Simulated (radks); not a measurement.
Results of a calculation; reference values are marked as such.
Numerical settings for the krypton ion Kr+, [Ar] 3d10 4s2 4p5. Code: a radial shooting solver on a logarithmic mesh with Libxc functionals. Model: scalar-relativistic Kohn-Sham, r2SCAN, spin-unpolarised, spherical densities, finite nucleus; meta-GGA in the generalised Kohn-Sham scheme; Fermi nuclear charge, rms radius 4.1884 fm. The defaults (mesh step 0.008 in ln r, mesh end at 40 bohr or more with all orbitals vanishing there, Anderson mixing 0.5 over 9 steps, residual threshold near 1e-9 with the energy settled to 1e-9 hartree or 1e-11 of itself, here a cap of 68 iterations) give E = -2790.188 hartree and 4p at -19.970 eV in 12 iterations. Run on one thread of a shared host, so times are rough (Arm Neoverse V2): 0.08 s of CPU time, 0.08 s wall, 12 iterations on 2259 mesh points. Changes against that run (0 stands for a change within the tolerance of the run):

setting	iterations	converged	E (mhartree)	e(4p) (meV)	CPU (s)
mesh step in ln r 0.012	10	yes	0	+0.00321	0.05
mesh step in ln r 0.003	15	yes	0	+0.00568	0.23
mesh step in ln r 0.02	10	yes	-0.0053	0	0.03
mesh end (bohr) 5	12	yes	+12.5	+347	0.07
mesh end (bohr) 8	12	yes	+0.0178	+1.16	0.07
residual threshold 0.001	10	yes	0	+0.0643	0.07
residual threshold 0.1	10	yes	0	+0.0643	0.07
mixing 2.5	18	yes	0	0	0.11
linear mixing, mixing 1	36	no	diverged	-	0.28
linear mixing, mixing 0.5	22	yes	0	+0.00276	0.12
mixing history 20	12	yes	0	+0.00338	0.08
iteration cap 8	8	no	0	+0.14	0.05

Settings that end as converged yet miss the energy by more than 1 mhartree: mesh end (bohr) 5 (+0.0125 hartree). A mesh that ends early acts as a hard wall.
